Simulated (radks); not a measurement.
Values are calculated unless marked as measured or tabulated.
Species: the selenium ion Se20+. Configuration: [Ne] 3s2 3p2. Code: a radial shooting solver on a logarithmic mesh with Libxc functionals. Model: scalar-relativistic Kohn-Sham, PBEsol, spin-polarised, spherical densities, finite nucleus; open shells are filled with parallel spins first; Fermi nuclear charge, rms radius 4.14 fm.

Normalised radial functions P(r) = r R(r), r in bohr:

r	2s up
0.001475	0.1947
0.001845	0.2387
0.00229	0.2897
0.002865	0.3527
0.003585	0.4271
0.004449	0.5104
0.005566	0.6090
0.006963	0.7190
0.008642	0.8329
0.01081	0.9532
0.01353	1.0658
0.01679	1.1525
0.021	1.1981
0.02607	1.1732
0.03261	1.0440
0.0408	0.7779
0.05063	0.3721
0.06335	-0.1992
0.07925	-0.8776
0.09836	-1.5414
0.1231	-2.1019
0.154	-2.3849
0.1911	-2.3084
0.239	-1.8915
0.2991	-1.2842
0.3712	-0.7188
0.4643	-0.3042
0.5809	-0.0932
0.721	-0.0204
0.902	-0.0026
1.128	-0.0002
1.401	0.0000

2s up: eigenvalue -2416.4 eV, 1 radial node at r = 0.0589 bohr, <r> = 0.194 bohr, 90 % of the charge inside 0.299 bohr.
